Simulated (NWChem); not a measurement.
Molecule: CoBrCl, quartet; SMILES [Co]([Cl])[Br]

This build's default masses of Se (78.918 u) and Br (79.917 u) are each other's, which moves their modes by up to 0.6 %. The spin multiplicity was typed, not searched, and may not be the lowest.

**Question.** Give the equilibrium geometry at PBE0/def2-SVP, spin-unrestricted (NWChem) as a Z-matrix, with the point group.

**Answer.** point group C*v; any orientation.
```
Co
Cl 1 2.1108
Br 1 2.2505 2 180.00
```
